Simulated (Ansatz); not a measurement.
Born–Oppenheimer molecular dynamics of CH4Cl2Si (8 atoms, charge 0, multiplicity 1). It starts at the highest image of a converged band. Of that band: Neighbouring images differ by up to 1.8 eV, so the band resolves the path poorly. A vibrational analysis at the climbing image gives one clearly imaginary mode, 1512i cm⁻¹: a first-order saddle point.

All numbers below come from Ansatz 0.2.0, RKS BHLYP/def2-SVP.

- ensemble: NVE (velocity Verlet)
- time step: 0.5 fs
- steps asked: 200
- starting velocities drawn for: 300 K
- seed: 7714

First frame:

```xyz
8
Properties=species:S:1:pos:R:3
Si -0.820 -1.002 -0.229
Cl 0.783 -2.163 -0.825
Cl -1.586 0.010 -1.860
H -0.710 -0.269 1.056
C 0.414 0.665 0.451
H 0.920 0.772 -0.512
H -0.136 1.577 0.690
H 1.135 0.409 1.229
```

How far do the bonds stretch over the last three quarters of this one trajectory? (Pairs bonded in most of those frames.)


```csv
bond,mean (Å),spread (Å),shortest,longest
Si1–Cl2,2.091,0.031,2.03,2.12
Si1–Cl3,2.086,0.062,1.97,2.19
Si1–H4,1.575,0.156,1.29,1.86
Si1–C5,1.922,0.172,1.66,2.16
C5–H6,1.120,0.053,1.00,1.27
C5–H7,1.104,0.028,1.07,1.21
C5–H8,1.103,0.032,1.05,1.18
```

Mean temperature of the second half: 2477 K. The conserved energy stayed within 0.62 meV per atom of its start (net change -0.35 meV per atom), so the integration is sound. The kinetic energy rose, since the run started high on the potential surface and went downhill. A run of 0.1 ps of so small a system gives no equilibrium averages. The orbitals stay closed-shell, which can raise the energy where a bond breaks towards radicals; this wasn't checked here.

Run time: 4.1 min on 2 threads of Intel(R) Xeon(R) 6975P-C (Granite Rapids), with other jobs on the host, peak memory 0.2 GiB.
